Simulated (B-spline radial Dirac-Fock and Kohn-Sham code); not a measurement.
**Dipole and non-dipole photoemission parameters of Co⁴⁺ 3d5/2**

System: Co⁴⁺ in the configuration [Ar] 3d5; threshold 75.14 eV (orbital energy of the model). Method: Dirac-Hartree-Slater photoionisation with a Latter tail; cross sections with all multipoles, angular parameters from the dipole term and its interference with E2. Computed with a B-spline atomic structure program.

Input of the calculation (task.json; shells as n, l, electrons):

```json
{"items": [{
  "Z": 27,
  "q": 4,
  "cfg": [[1, 0, 2], [2, 0, 2], [2, 1, 6], [3, 0, 2], [3, 1, 6], [3, 2, 5]],
  "A": 59,
  "rrms": 3.7875,
  "do": "xps",
  "hv": [51.7, 60, 62.1, 80, 134.0, 146.0, 156.0, 200, 300, 313.0, 421.0, 450.0, 713.0, 731.0, 759.0, 800, 1486.9, 1590.0, 1640.0, 2780.0, 2820.0, 2984.4, 3270.0, 5310.0, 6610.0, 8560.0, 8950.0, 9680.0, 12000, 13000.0]
}]}
```

Launch: `python xray2_run.py task.json out`

```
hν (eV)    σ (kb)      β      γ      δ
    134      2040  0.849  0.007  0.016
    146      1740  0.915  0.013  0.017
    156      1530  0.960  0.018  0.018
    200       873  1.101  0.042  0.022
    300       316  1.226  0.111  0.030
    313       282  1.232  0.120  0.031
    421       121  1.240  0.188  0.037
    450      99.4  1.236  0.206  0.039
    713      24.0  1.159  0.342  0.055
    731      22.1  1.153  0.350  0.056
    759      19.6  1.142  0.362  0.058
    800      16.4  1.127  0.379  0.060
 1486.9      1.92  0.904  0.578  0.105
   1590      1.50  0.878  0.599  0.112
   1640      1.34  0.866  0.608  0.115
   2780         ?      ?      ?      ?
   2820     0.172  0.665  0.767  0.190
 2984.4     0.138  0.646  0.783  0.200
   3270    0.0960  0.616  0.808  0.217
   5310    0.0132  0.466  0.925  0.326
   6610   0.00522  0.404  0.963  0.389
   8560   0.00171  0.339  0.986  0.474
   8950   0.00141  0.330  0.987  0.490
   9680  0.000998  0.314  0.989  0.519
  12000  0.000388  0.277  0.994  0.603
  13000  0.000272  0.266  0.998  0.637
```

Q: Give the values at 2780 eV.

A: σ = 0.182 kb, β = 0.670, γ = 0.763, δ = 0.188.
